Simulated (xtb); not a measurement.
xtb input (GFN1-xTB):

```bash
xtb mol.xyz --gfn 1 --opt tight --chrg 0 --uhf 0
```
mol.xyz:
```
16

Si     2.67716169     0.99856468     0.00398429
C      2.08551168    -0.80170324     0.06891282
C      0.66263932    -0.88385738    -0.20418197
C     -0.51678381    -0.89265516    -0.44506884
C     -1.94903628    -0.86056003    -0.67640966
Si    -2.78951370     0.36987694     0.49613141
H      4.13305364     1.05380222     0.28555214
H      1.95328591     1.79660192     1.01845266
H      2.42004423     1.56025784    -1.34086801
H      2.66015635    -1.38893365    -0.65410709
H      2.31564289    -1.20844801     1.05847509
H     -2.39427534    -1.84948322    -0.52941665
H     -2.16995291    -0.56604841    -1.70698907
H     -4.25096529     0.38235551     0.23931134
H     -2.24250215     1.72603690     0.26894387
H     -2.54554468    -0.03166883     1.89951177
```

End of the output:

```
     1  14 Si       8   1 H                                       1.4514312
     1  14 Si       9   1 H                                       1.4515025
     2   6 C       10   1 H                                       1.1000244
     2   6 C       11   1 H                                       1.0999814
     5   6 C       12   1 H                                       1.1000244
     5   6 C       13   1 H                                       1.0999814 (min)
     6  14 Si      14   1 H                                       1.4538784
     6  14 Si      15   1 H                                       1.4514313
     6  14 Si      16   1 H                                       1.4515025

 * 4 distinct bonds (by element types)

   Z      Z             #   av. dist./Å        max./Å        min./Å
   1 H    6 C           4     1.1000029     1.1000244     1.0999814
   6 C    6 C           1     1.2063561     1.2063561     1.2063561
   1 H   14 Si          6     1.4522707     1.4538784     1.4514312
   6 C   14 Si          2     1.9058382     1.9058382     1.9058382

optimized geometry written to: xtbopt.xyz

           -------------------------------------------------
          | TOTAL ENERGY              -17.497444658204 Eh   |
          | GRADIENT NORM               0.000109899565 Eh/α |
          | HOMO-LUMO GAP               5.348287997775 eV   |
           -------------------------------------------------

------------------------------------------------------------------------
------------------------------------------------------------------------
 total:
 SCF:
 ANC optimizer:
```
